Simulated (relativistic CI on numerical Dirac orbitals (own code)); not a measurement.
**Crystal-field levels of Ir4+, 5d5**

Calculated by Dirac-Coulomb-Breit CI, KLI orbitals optimised for each configuration, model QED, valence Slater integrals scaled by 0.65, one configuration in a parametric crystal field (own radial code).

Field parameters in Wybourne normalisation: D4h B²₀ = −7Ds, B⁴₀ = 21(Dq − Dt), B⁴₄ = 21√(5/14) Dq; Oh B⁴₀ = 21Dq, B⁴₄ = √(5/14) B⁴₀; Td as Oh with Dq negative (B⁴₀ = 21Dq, B⁴₄ = √(5/14) B⁴₀). The field is a parameter set, without covalency.

S and J are read from ⟨S²⟩ = S(S + 1) and ⟨J²⟩ = J(J + 1) of each level; they are not fictitious spins.

Oh, 10Dq = 16200 cm⁻¹, the lowest 10 levels:

```json
{"E (cm⁻¹)": "0.0", "Degeneracy": "2", "Irrep": "Γ7", "S": "1.06", "J": "3.61"}
{"E (cm⁻¹)": "5953", "Degeneracy": "4", "Irrep": "Γ8", "S": "1.87", "J": "3.14"}
{"E (cm⁻¹)": "9949", "Degeneracy": "2", "Irrep": "Γ7", "S": "2.05", "J": "3.06"}
{"E (cm⁻¹)": "10698", "Degeneracy": "4", "Irrep": "Γ8", "S": "1.03", "J": "3.97"}
{"E (cm⁻¹)": "14553", "Degeneracy": "4", "Irrep": "Γ8", "S": "1.54", "J": "3.41"}
{"E (cm⁻¹)": "16489", "Degeneracy": "2", "Irrep": "Γ6", "S": "1.46", "J": "3.08"}
{"E (cm⁻¹)": "17290", "Degeneracy": "4", "Irrep": "Γ8", "S": "1.56", "J": "3.88"}
{"E (cm⁻¹)": "18248", "Degeneracy": "2", "Irrep": "Γ7", "S": "1.41", "J": "3.59"}
{"E (cm⁻¹)": "19312", "Degeneracy": "2", "Irrep": "Γ6", "S": "1.43", "J": "3.97"}
{"E (cm⁻¹)": "19669", "Degeneracy": "4", "Irrep": "Γ8", "S": "1.27", "J": "3.90"}
```

Principal g values of the ground doublet: 2.31, 2.31, 2.31.

D4h, 10Dq = 43800, Ds = -1250, Dt = -240 cm⁻¹, the lowest 16 levels:

| E (cm⁻¹) | Degeneracy | Irrep | S | J |
| --- | --- | --- | --- | --- |
| 0.0 | 2 | Γ7 | 0.56 | 4.35 |
| 7285 | 2 | Γ6 | 0.55 | 4.28 |
| 9111 | 2 | Γ7 | 0.55 | 4.31 |
| 33114 | 2 | Γ7 | 1.45 | 3.86 |
| 36840 | 2 | Γ7 | 1.50 | 3.68 |
| 36854 | 2 | Γ6 | 1.49 | 3.73 |
| 37811 | 2 | Γ6 | 1.44 | 3.66 |
| 40000 | 2 | Γ6 | 1.43 | 3.31 |
| 40324 | 2 | Γ7 | 1.43 | 3.53 |
| 40446 | 2 | Γ6 | 1.41 | 3.36 |
| 40643 | 2 | Γ7 | 1.46 | 3.46 |
| 44221 | 2 | Γ7 | 0.64 | 4.97 |
| 44907 | 2 | Γ6 | 1.12 | 4.38 |
| 46173 | 2 | Γ6 | 1.12 | 4.35 |
| 46579 | 2 | Γ7 | 0.90 | 4.17 |
| 47044 | 2 | Γ7 | 1.11 | 4.06 |

Principal g values of the ground doublet: 1.78, 1.78, 2.79.

Td, 10Dq = -15950 cm⁻¹, the lowest 16 levels:

| E (cm⁻¹) | Degeneracy | Irrep | S | J |
| --- | --- | --- | --- | --- |
| 0.0 | 4 | Γ8 | 1.23 | 3.43 |
| 2558 | 2 | Γ7 | 1.74 | 3.36 |
| 7020 | 4 | Γ8 | 1.95 | 3.05 |
| 10529 | 2 | Γ7 | 1.67 | 4.10 |
| 11888 | 2 | Γ6 | 1.46 | 3.21 |
| 12477 | 4 | Γ8 | 1.45 | 3.38 |
| 15236 | 2 | Γ7 | 1.33 | 3.31 |
| 15947 | 4 | Γ8 | 1.27 | 3.97 |
| 16555 | 2 | Γ6 | 1.22 | 4.83 |
| 17293 | 4 | Γ8 | 1.45 | 4.36 |
| 18751 | 4 | Γ8 | 1.21 | 4.17 |
| 18886 | 2 | Γ6 | 1.02 | 4.63 |
| 19947 | 2 | Γ7 | 1.30 | 3.71 |
| 20030 | 4 | Γ8 | 1.39 | 4.51 |
| 20799 | 2 | Γ7 | 1.01 | 4.43 |
| 21742 | 2 | Γ7 | 1.23 | 4.13 |

Levels of this model without a field, named by their leading LS term (the scale mimics covalency, so terms lie below those of the real free ion): 6S_5/2 0, 4G_5/2 12127, 4G_7/2 17478, 4D_3/2 18220, 4G_11/2 18505, 4G_5/2 19509, 4G_9/2 19742, 4P_1/2 21333 cm⁻¹.
